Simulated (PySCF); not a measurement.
# Working with the constants of CsSb⁺

UHF-SCS-MP2 constants of CsSb⁺, ⁴Σ⁻ (quartet), unpaired electrons σ ↑, π ↑↑ (PySCF, scalar-relativistic core potentials, basis sets Cs def2-SVPD with ECP46, Sb def2-SVPD with ECP28; masses 132.9054 and 120.9038 u):

| Item | Value |
| --- | --- |
| ωe | 33.8 cm⁻¹ |
| ωexe | 0.324 cm⁻¹ |
| Be | 0.014167 cm⁻¹ |
| αe | 0.000135 cm⁻¹ |
| D (centrifugal) | 9.97e-09 cm⁻¹ |
| De to Cs⁺ + Sb | 0.133 eV |

(1) Give the vibrational terms G(v) and spacings up to v = 6.

(2) How well does the Morse estimate ωe²/(4ωexe) reproduce De, and what is D0?

Correlated steps freeze 4 core orbitals. The bond is weak. Basis-set superposition, not corrected here, can be much of De in a small basis, most of all at correlated wavefunction levels. Spin–orbit coupling is left out, which matters for elements this heavy, above all for dissociation energies. For an ion De counts to the pair picked by the measured ionisation energies or electron affinities, which need not be the lowest pair at this level. The state was picked by a PBE0 search and need not be the measured ground state.

Answers

(1) G(v) = ωe(v+½) − ωexe(v+½)².

| v | G(v) (cm⁻¹) | G(v) − G(v−1) | Bv (cm⁻¹) |
| --- | --- | --- | --- |
| 0 | 16.8 |  | 0.01410 |
| 1 | 50.0 | 33.2 | 0.01396 |
| 2 | 82.5 | 32.5 | 0.01383 |
| 3 | 114.3 | 31.9 | 0.01369 |
| 4 | 145.5 | 31.2 | 0.01356 |
| 5 | 176.1 | 30.6 | 0.01342 |
| 6 | 206.0 | 29.9 | 0.01329 |

(2) It gives 0.109 eV, 82 % of the computed De. D0 = De − G(0) = 0.133 − 0.002 = 0.131 eV.
